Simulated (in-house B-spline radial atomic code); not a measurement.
Computed with a B-spline radial atomic code. Model: two electrons, singlet ground state, non-relativistic, full CI in B-splines with partial waves to l = 8 (at full coupling up to 3e-4 hartree above the limit, correlation up to 0.6 % small), density held at that of full coupling by Lieb maximisation.

Along the adiabatic connection the electron repulsion is scaled by a coupling λ while a local potential keeps the density fixed. At λ = 0 the system is the Kohn-Sham one and W equals the exchange energy; the exchange-correlation energy is the area under W between 0 and 1. The kinetic energy rises with λ as the electrons avoid each other, with dT/dλ = −λ dW/dλ.

Command:
```bash
python run_ac.py task.json out
```
Settings (lengths in bohr, energies in hartree):
```
potential              coulomb
strength               2
lmax                   8
wall_radius            1
```

Time taken, with all properties: 1.5 s on 1 thread of Intel(R) Xeon(R) Processor @ 2.30GHz, with other jobs on the host.

**W = mean repulsion less Hartree energy, and W of three functionals.**

Given: confinement point charge; nuclear charge 2; hard wall radius 1 bohr; external potential -Z/r.

Computed: PBE exchange minus exact 88.318 millihartree; SCAN exchange minus exact 4.0955 millihartree.

```
coupling  W xc (hartree)  W xc minus exchange (millihartree)  kinetic minus Kohn-Sham (millihartree)  LDA (PW92) W minus its exchange (millihartree)  PBE W minus its exchange (millihartree)  SCAN W minus its exchange (millihartree)
       0         -2.0313                                   0                                       0                                               0                                        0                                         0
    0.02         -2.0333                              -1.953                                       0                                          -13.71                                    -2.78                                     -1.93
    0.05               ?                                   ?                                       ?                                               ?                                        ?                                         ?
    0.12         -2.0429                             -11.575                                     0.7                                          -56.56                                   -16.57                                    -11.28
    0.25         -2.0551                             -23.747                                     2.9                                          -97.04                                   -33.91                                    -22.96
     0.4         -2.0687                             -37.333                                     7.3                                         -134.95                                      -53                                     -35.9
     0.6         -2.0861                             -54.723                                      16                                         -177.28                                   -77.01                                    -52.39
     0.8         -2.1027                             -71.327                                    27.6                                         -213.62                                   -99.51                                    -68.11
       1         -2.1185                             -87.193                                    41.9                                         -245.75                                  -120.66                                    -83.12
     1.4         -2.1482                             -116.88                                    77.4                                         -301.16                                  -159.47                                    -111.3
       2         -2.1882                             -156.86                                   145.2                                         -369.29                                  -210.57                                   -149.57
       3               ?                                   ?                                       ?                                               ?                                        ?                                         ?
     4.5         -2.3121                             -280.74                                   535.7                                         -557.43                                   -365.3                                    -272.4
       7         -2.3931                             -361.75                                   995.1                                         -673.61                                  -467.56                                   -357.45
      10         -2.4598                             -428.42                                  1555.6                                          -769.7                                  -554.65                                   -430.47
```

(1) What belongs in the row 0.05?

(2) What belongs in the row 3?

(3) What is the LDA exchange minus exact?

**Energy parts, natural occupations and partial-wave weights.**

Computed: total energy 1.0159 hartree; exchange energy -2.0313 hartree; correlation energy -0.045288 hartree; kinetic part of the DFT correlation energy 0.041906 hartree; Hartree energy 4.0627 hartree; Kohn-Sham kinetic 10.893 hartree; Lieb Oxford ratio E_xc over LDA exchange 1.1948.

| natural | occupation of the shell (electrons) |
| --- | --- |
| s | 1.9954 |
| p | 0.0039457 |
| s | 0.00034533 |
| d | 0.00018903 |
| p | ? |
| f | 2.5288e-05 |

(4) What belongs in the row p?

```json
{"wave": "s", "weight": "0.99789"}
{"wave": "p", "weight": "0.0019958"}
{"wave": "d", "weight": "?"}
{"wave": "f", "weight": "1.3866e-05"}
{"wave": "g", "weight": "3.2447e-06"}
```

(5) What belongs in the row d?

(6) What is the kinetic part over minus potential part?

(7) What is the initial slope twice GL2?

## Answers

(1) W xc (hartree): -2.0362; W xc minus exchange (millihartree): -4.864; kinetic minus Kohn-Sham (millihartree): 0.1; LDA (PW92) W minus its exchange (millihartree): -28.73; PBE W minus its exchange (millihartree): -6.95; SCAN W minus its exchange (millihartree): -4.77.

(2) W xc (hartree): -2.2448; W xc minus exchange (millihartree): -213.48; kinetic minus Kohn-Sham (millihartree): 285.8; LDA (PW92) W minus its exchange (millihartree): -458.14; PBE W minus its exchange (millihartree): -281.57; SCAN W minus its exchange (millihartree): -204.78.

(3) 293.22 millihartree.

(4) occupation of the shell (electrons): 4.3371e-05.

(5) weight: 9.9225e-05.

(6) 0.48061.

(7) -0.097869 hartree.

Half-way to full coupling W has made 53 % of its drop, against 50 % for a straight line, and second-order (GL2) theory, half the initial slope, overshoots the correlation energy by about 8 %: a moderate bend, as in light atoms. Over couplings 0 to 1 the errors in E_xc come to about +191 millihartree for LDA, +70 millihartree for PBE, +6.0 millihartree for SCAN, so SCAN is nearest. In LDA and PBE the errors of exchange and correlation have opposite signs, so the sum is smaller than the larger of the two.
